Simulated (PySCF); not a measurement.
Vertical excitations of a molecule C3H9Ge, multiplicity 2 from TDA-PBE/def2-SVPD run with PySCF 2.14.0, as energy in eV (oscillator strength): 4.08 (0.014), 4.08 (0.014), 4.21 (0.001), 4.76 (0.060), 4.76 (0.060), 5.27 (0.124), 5.83 (0.002), 6.12 (0.007), 6.12 (0.007), 6.33 (0.000). The structure is a stationary point at B3LYP-D3(BJ)/def2-SVP. The values are those of a single conformer.

**Question.** Which structure fits?
A. C[C](C)[GeH3]
B. C[CH][CH2][GeH3]
C. [CH3][Ge]([CH3])[CH3]

**Answer.** C, [CH3][Ge]([CH3])[CH3]
